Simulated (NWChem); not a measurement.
Molecule: C₂H₂F, doublet; SMILES [CH]=CF

```xyz
5

C      0.1712     1.2624     0.0000
C     -0.4310     0.0966     0.0000
F      0.2152    -1.0753     0.0000
H      1.1569     1.7188     0.0000
H     -1.5201    -0.0278     0.0000
```
Atoms are numbered in this order, from 1.

Level: PBE0/def2-SVP, spin-unrestricted (NWChem), optimised geometry, unscaled harmonic frequencies. In the optimisation the excess spin sits in a' (Cs, its own frame).

List the harmonic frequencies with IR intensities, and the thermochemistry.


```json
[
 {"frequency (cm⁻¹)": "434", "IR intensity (km/mol)": "18.3"},
 {"frequency (cm⁻¹)": "680", "IR intensity (km/mol)": "56.5"},
 {"frequency (cm⁻¹)": "796", "IR intensity (km/mol)": "15.9"},
 {"frequency (cm⁻¹)": "892", "IR intensity (km/mol)": "36.6"},
 {"frequency (cm⁻¹)": "1123", "IR intensity (km/mol)": "149.4"},
 {"frequency (cm⁻¹)": "1299", "IR intensity (km/mol)": "3.6"},
 {"frequency (cm⁻¹)": "1711", "IR intensity (km/mol)": "87.8"},
 {"frequency (cm⁻¹)": "3201", "IR intensity (km/mol)": "3.2"},
 {"frequency (cm⁻¹)": "3334", "IR intensity (km/mol)": "18.6"}
]
```

- zero-point energy = 19.2 kcal/mol
- thermal correction to the enthalpy at 298.15 K (with zero-point energy) = 22.0 kcal/mol
- heat capacity Cv = 9.8 cal/(mol K)
- entropy at 298.15 K and 1 atm (symmetry number 1, electronic part: spin degeneracy alone) = 61.5 cal/(mol K)
- dipole moment = 0.79 D

Rigid rotor and harmonic oscillator.
